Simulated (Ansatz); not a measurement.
Geometry optimisation of Cs3H3⁻.

```yaml
crystal:
  periodic: [false, false, false]
  atoms:
    - {symbol: Cs, position_ang: [-1.270030, 2.806900, 1.565690]}
    - {symbol: Cs, position_ang: [1.880100, 0.863580, -0.322780]}
    - {symbol: Cs, position_ang: [-1.294660, -1.104170, 1.096010]}
    - {symbol: H, position_ang: [0.607380, -1.831030, -0.994940]}
    - {symbol: H, position_ang: [1.042670, -1.891960, -0.353430]}
    - {symbol: H, position_ang: [-0.965470, 1.156680, -0.990550]}
basis:
  gaussian: {orbitals: def2-TZVPD}
total_charge: -1
magnetization: {spin_polarized: true, initial_magnetization: 1}
hamiltonian: {xc: r2scan, dispersion: d4}
scf: {lower_state_search: "off"}
output: {orbitals: {seedname: orbitals}}
relax: {f_tol: 0.02, max_steps: 100}
```

```sh
$ ansatz run in.yaml --threads 4 --pin off --events-out ev --progress --plain --max-ram 3916MiB
```

Output, abridged:

```
Functional definition: r2SCAN
mean field -1693.25294302 eV, -62.2258979278 hartree, gradient 8.8e-6 eV, S^2 1.266814; 0 other end points of the search recorded, 0 dependent functions left out
relax step   1: F+E_penalty+E_count = -1693.38111258 eV  Δ(F+E_penalty+E_count) = +0.000e0 eV  max|allowed force component| = 8.589e-1 eV/Å  Δτ_max = 0.0000 Å  (30 SCF iters, accepted)
mean field -1693.56424026 eV, -62.2373378905 hartree, gradient 2.8e-6 eV, S^2 1.285740; 0 other end points of the search recorded, 0 dependent functions left out
relax step   2: F+E_penalty+E_count = -1693.69086002 eV  Δ(F+E_penalty+E_count) = -3.097e-1 eV  max|allowed force component| = 3.144e-1 eV/Å  Δτ_max = 0.1945 Å  (36 SCF iters, accepted)
mean field -1693.72818132 eV, -62.2433626134 hartree, gradient 2.2e-6 eV, S^2 1.305000; 0 other end points of the search recorded, 0 dependent functions left out
relax step   3: F+E_penalty+E_count = -1693.85475219 eV  Δ(F+E_penalty+E_count) = -1.639e-1 eV  max|allowed force component| = 2.394e-1 eV/Å  Δτ_max = 0.1950 Å  (34 SCF iters, accepted)
mean field -1693.81424722 eV, -62.2465254769 hartree, gradient 2.2e-6 eV, S^2 1.315986; 0 other end points of the search recorded, 0 dependent functions left out
relax step   4: F+E_penalty+E_count = -1693.94152308 eV  Δ(F+E_penalty+E_count) = -8.677e-2 eV  max|allowed force component| = 1.634e-1 eV/Å  Δτ_max = 0.1950 Å  (34 SCF iters, accepted)
mean field -1693.86533272 eV, -62.2484028344 hartree, gradient 2.3e-6 eV, S^2 1.324126; 0 other end points of the search recorded, 0 dependent functions left out
relax step   5: F+E_penalty+E_count = -1693.99334891 eV  Δ(F+E_penalty+E_count) = -5.183e-2 eV  max|allowed force component| = 1.038e-1 eV/Å  Δτ_max = 0.2000 Å  (36 SCF iters, accepted)
mean field -1693.90086929 eV, -62.2497087793 hartree, gradient 6.6e-6 eV, S^2 1.345918; 0 other end points of the search recorded, 0 dependent functions left out
relax step   6: F+E_penalty+E_count = -1694.02903564 eV  Δ(F+E_penalty+E_count) = -3.569e-2 eV  max|allowed force component| = 9.815e-2 eV/Å  Δτ_max = 0.2000 Å  (30 SCF iters, accepted)
mean field -1693.92403670 eV, -62.2505601658 hartree, gradient 3.3e-6 eV, S^2 1.353826; 0 other end points of the search recorded, 0 dependent functions left out
relax step   7: F+E_penalty+E_count = -1694.05222442 eV  Δ(F+E_penalty+E_count) = -2.319e-2 eV  max|allowed force component| = 1.272e-1 eV/Å  Δτ_max = 0.2000 Å  (28 SCF iters, accepted)
mean field -1693.95290286 eV, -62.2516209778 hartree, gradient 1.5e-6 eV, S^2 1.339776; 0 other end points of the search recorded, 0 dependent functions left out
relax step   8: F+E_penalty+E_count = -1694.08052070 eV  Δ(F+E_penalty+E_count) = -2.830e-2 eV  max|allowed force component| = 6.472e-2 eV/Å  Δτ_max = 0.1936 Å  (28 SCF iters, accepted)
mean field -1693.96519579 eV, -62.2520727345 hartree, gradient 8.4e-6 eV, S^2 1.328871; 0 other end points of the search recorded, 0 dependent functions left out
relax step   9: F+E_penalty+E_count = -1694.09264281 eV  Δ(F+E_penalty+E_count) = -1.212e-2 eV  max|allowed force component| = 6.456e-2 eV/Å  Δτ_max = 0.1325 Å  (24 SCF iters, accepted)
mean field -1693.95882087 eV, -62.2518384605 hartree, gradient 2.9e-6 eV, S^2 1.353794; 0 other end points of the search recorded, 0 dependent functions left out
relax step  10: F+E_penalty+E_count = -1694.08779011 eV  Δ(F+E_penalty+E_count) = +4.853e-3 eV  max|allowed force component| = 8.193e-1 eV/Å  Δτ_max = 0.1947 Å  (28 SCF iters, rejected (line search))
mean field -1693.97392459 eV, -62.2523935120 hartree, gradient 2.9e-6 eV, S^2 1.337920; 0 other end points of the search recorded, 0 dependent functions left out
relax step  11: F+E_penalty+E_count = -1694.10152428 eV  Δ(F+E_penalty+E_count) = -8.881e-3 eV  max|allowed force component| = 2.641e-2 eV/Å  Δτ_max = 0.0973 Å  (28 SCF iters, accepted)
mean field -1693.97752370 eV, -62.2525257766 hartree, gradient 8.3e-6 eV, S^2 1.353264; 0 other end points of the search recorded, 0 dependent functions left out
relax step  12: F+E_penalty+E_count = -1694.10554977 eV  Δ(F+E_penalty+E_count) = -4.025e-3 eV  max|allowed force component| = 1.762e-1 eV/Å  Δτ_max = 0.0975 Å  (24 SCF iters, accepted)
mean field -1693.97768513 eV, -62.2525317090 hartree, gradient 1.6e-6 eV, S^2 1.379334; 0 other end points of the search recorded, 0 dependent functions left out
relax step  13: F+E_penalty+E_count = -1694.10495910 eV  Δ(F+E_penalty+E_count) = +5.907e-4 eV  max|allowed force component| = 4.320e-1 eV/Å  Δτ_max = 0.1461 Å  (30 SCF iters, rejected (line search))
mean field -1693.98023400 eV, -62.2526253784 hartree, gradient 6.4e-6 eV, S^2 1.365197; 0 other end points of the search recorded, 0 dependent functions left out
relax step  14: F+E_penalty+E_count = -1694.10815815 eV  Δ(F+E_penalty+E_count) = -2.608e-3 eV  max|allowed force component| = 1.617e-2 eV/Å  Δτ_max = 0.0712 Å  (25 SCF iters, accepted)
mean field -1693.98247048 eV, -62.2527075676 hartree, gradient 5.1e-6 eV, S^2 1.387422; 0 other end points of the search recorded, 0 dependent functions left out
relax step  15: F+E_penalty+E_count = -1694.11035352 eV  Δ(F+E_penalty+E_count) = -2.195e-3 eV  max|allowed force component| = 1.358e-2 eV/Å  Δτ_max = 0.0748 Å  (23 SCF iters, accepted)
mean field -1693.98534190 eV, -62.2528130902 hartree, gradient 6.7e-6 eV, S^2 1.413797; 0 other end points of the search recorded, 0 dependent functions left out
relax step  16: F+E_penalty+E_count = -1694.11370151 eV  Δ(F+E_penalty+E_count) = -3.348e-3 eV  max|allowed force component| = 1.646e-2 eV/Å  Δτ_max = 0.1104 Å  (23 SCF iters, accepted)
mean field -1693.98809925 eV, -62.2529144209 hartree, gradient 3.3e-6 eV, S^2 1.465201; 0 other end points of the search recorded, 0 dependent functions left out
relax step  17: F+E_penalty+E_count = -1694.11687630 eV  Δ(F+E_penalty+E_count) = -3.175e-3 eV  max|allowed force component| = 8.537e-2 eV/Å  Δτ_max = 0.1632 Å  (27 SCF iters, accepted)
mean field -1693.98854799 eV, -62.2529309121 hartree, gradient 2.4e-6 eV, S^2 1.496735; 0 other end points of the search recorded, 0 dependent functions left out
relax step  18: F+E_penalty+E_count = -1694.11772434 eV  Δ(F+E_penalty+E_count) = -8.480e-4 eV  max|allowed force component| = 9.229e-2 eV/Å  Δτ_max = 0.1087 Å  (28 SCF iters, accepted)
mean field -1693.98886601 eV, -62.2529425988 hartree, gradient 2.1e-6 eV, S^2 1.495840; 0 other end points of the search recorded, 0 dependent functions left out
relax step  19: F+E_penalty+E_count = -1694.11809460 eV  Δ(F+E_penalty+E_count) = -3.703e-4 eV  max|allowed force component| = 3.021e-2 eV/Å  Δτ_max = 0.0131 Å  (29 SCF iters, accepted)
mean field -1693.98897877 eV, -62.2529467429 hartree, gradient 1.9e-6 eV, S^2 1.497802; 0 other end points of the search recorded, 0 dependent functions left out
relax step  20: F+E_penalty+E_count = -1694.11840691 eV  Δ(F+E_penalty+E_count) = -3.123e-4 eV  max|allowed force component| = 1.574e-3 eV/Å  Δτ_max = 0.0287 Å  (30 SCF iters, accepted)
Total energy: -1694.11865267 eV, -62.2577121708 hartree
Atom 0 at    -1.733109     2.941669     0.316870 Å, force    -0.000380    -0.000125    -0.001019 eV/Å
Atom 1 at     2.637143     0.903659     0.019569 Å, force     0.000960     0.001047     0.000080 eV/Å
Atom 2 at    -1.384429    -1.654225     1.765448 Å, force    -0.001104    -0.000188     0.001062 eV/Å
Atom 3 at     0.217699    -1.051274    -1.038099 Å, force    -0.000233    -0.000309    -0.001219 eV/Å
Atom 4 at     0.444636    -1.668771    -1.419422 Å, force    -0.000795     0.001149    -0.000273 eV/Å
Atom 5 at    -0.181950     0.528942     0.355635 Å, force     0.001552    -0.001574     0.001370 eV/Å
Dipole moment:     0.006029    -0.198341    -0.276952 e Å
Checks for a lower state left out: stability, starts, cluster_reference, orbital_swaps, neighbouring_geometries, increment
```

Run time 1.8 min (4 threads of Arm Neoverse V2 on a shared host).

In the def2 sets Cs takes a core potential; there is no spin–orbit coupling. The charge -1 doublet is spin-contaminated (final ⟨S²⟩ up to 1.50, 0.75 for a pure state). The highest occupied level of the charge -1 doublet lies above zero (up to 0.21 eV). Its loss leaves the charge 0 singlet, which lies 0.91 eV higher (vertical, at r2SCAN-D4/def2-TZVPD), but this difference is unsure: the singlet is doubtful (geometry relaxed on an unsound state). In the doublet, H4 and H5 lie 0.76 Å apart (atoms count from 1), so H2 has formed as a molecule. The relaxation made no stability test and no search for a lower SCF solution. The structure comes from a short search, and lower isomers may exist.
